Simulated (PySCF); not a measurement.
# One molecule, several mistakes: BC2H6 cation

Calculated results; nothing here was measured. They come from PySCF 2.14.0, an open-source quantum chemistry program, on an isolated molecule that a program drew, which may never have been made. The molecule is BC2H6 cation (charge +1, singlet), drawn as the SMILES string `[BH+]CC`.

Each row is a Hartree-Fock (HF) and frozen-core CCSD(T) single point in the cc-pVDZ basis, meant for a local HF minimum. Run 1 is clean. Each other run has one planted mistake out of seven kinds, and not every kind appears here: one electron removed, one electron added, multiplicity raised by two, geometry at a saddle point, minimal basis STO-3G, one bond length entered in bohr, all coordinates scaled. The reference is restricted for singlets and unrestricted otherwise, and also for a bond in bohr. Adding or removing an electron swaps singlet and doublet. Electrons count all cores. HOMO and LUMO are orbital energies over both spins, the gradient is its largest component, and the lowest frequency (negative if imaginary) is given only where the gradient is small. Bond lengths are over the 8 bonds as drawn. T1 is the CCSD diagnostic: over 0.02 (restricted) or 0.045 (unrestricted) a single reference is doubtful.

Geometry of the clean run:
```xyz
9
BC2H6 cation, angstrom
B    -0.2109    0.8504    1.7823
C     0.3268    0.3916    0.4782
C     1.6612    1.0486    0.0113
H    -0.6532    1.2001    2.8137
H     0.4253   -0.7028    0.5716
H    -0.4843    0.5611   -0.2493
H     2.4649    0.8486    0.7174
H     1.9276    0.6154   -0.9497
H     1.5467    2.1239   -0.1119
```

| run | electrons | basis functions | <S^2> | HOMO (eV) | LUMO (eV) | gradient (hartree/bohr) | lowest frequency (cm^-1) | mean bond (Å) | longest bond (Å) | T1 | HF (hartree) | CCSD(T) (hartree) | mistake |
|---|---|---|---|---|---|---|---|---|---|---|---|---|---|
| 1 | 22 | 72 | 0.000 | -19.25 | -4.77 | 3.4e-05 | 196 | 1.2109 | 1.559 | 0.0117 | -103.60795 | -104.00447 | no fault |
| 2 | 23 | 72 | 0.764 | -6.76 | 2.47 | 4.1e-02 | - | 1.2109 | 1.559 | 0.0101 | -103.81878 | -104.22981 | one electron added |
| 3 | 22 | 72 | 2.022 | -14.29 | -9.83 | 1.5e-01 | - | 1.2109 | 1.559 | 0.0485 | -103.39733 | -103.78937 | multiplicity raised by two |
| 4 | 22 | 72 | 0.000 | -18.52 | -4.91 | 5.9e-02 | - | 1.3296 | 1.712 | 0.0130 | -103.54926 | -103.96108 | all coordinates scaled |
| 5 | 21 | 72 | 0.760 | -26.93 | -16.41 | 1.7e-01 | - | 1.2109 | 1.559 | 0.0456 | -102.95119 | -103.32197 | one electron removed |
| 6 | 22 | 72 | 0.710 | -16.52 | -4.87 | 1.8e-02 | - | 1.3319 | 2.057 | 0.0667 | -103.47596 | -103.87028 | ? |

**Which mistake was planted in run 6, and what did it cost?**

The mean bond changes by a factor of 1.100 and the longest by 1.319, so the molecule wasn't scaled as a whole. A length L in bohr read as angstrom grows by (1/0.5292 - 1) L = 0.890 L. The 8 bonds together grew by 8 x 0.1210 = 0.968 Å, which gives L = 1.088 Å. That is the length of one of the C-H bonds, 1.088 Å in the clean geometry. So the mistake is: one bond length entered in bohr. Subtracting run 1 and multiplying by 627.51 kcal/mol a hartree, the energy moved by 82.8 kcal/mol in HF and 84.2 kcal/mol in CCSD(T).

Cautions from the logs. Run 3: T1 is over the limit, so its CCSD(T) energy is less reliable; run 5: T1 is over the limit, so its CCSD(T) energy is less reliable; run 6: T1 is over the limit, so its CCSD(T) energy is less reliable.
